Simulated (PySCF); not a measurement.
# Polarisability and C₆ of Mo¹⁹⁺ (molybdenum, charge +19)

[Ar] 3d5, high-spin 6S determinant. Computed with PySCF 2.14 in an uncontracted even-tempered set (17 s from 1.7 bohr⁻², ratio 2.5; 11 p from 2.2 bohr⁻², ratio 2.5; 8 d from 2.2 bohr⁻², ratio 2.5; 4 f from 9.9 bohr⁻², ratio 2.7; 4 g from 15 bohr⁻², ratio 2.7), with no relativity, point nucleus. Coupled (time-dependent) response in atomic units; α is the mean over directions.

| method | mean α (bohr³) | C₆ (like pair) | S(−4) |
| --- | --- | --- | --- |
| PBE0 | 0.04487 | 0.01704 | 0.0008434 |

S(−4) is the Cauchy moment in α(ω) = α(0) + S(−4) ω² + …

α(iu) at PBE0:

```
u (hartree)  α(iu) (bohr³)
          0        0.04487
       1.00        0.04405
       2.00        0.04187
       4.00        0.03584
       6.00        0.03034
       8.00        0.02616
       10.0        0.02301
       15.0        0.01761
       20.0        0.01396
       30.0       0.009224
       50.0       0.004702
```

A single London oscillator, α(iu) = α/(1 + u²/ω²), gives C₆ = (3/4) ω α². Matching the computed C₆ needs ω = 4 × 0.01704 / (3 × 0.04487²) = 11.3 hartree.

For an ion, C₆ is the dispersion term alone; charge-induced terms of lower order in 1/R come first.

A non-relativistic calculation at this Z misses sizeable relativistic shifts.
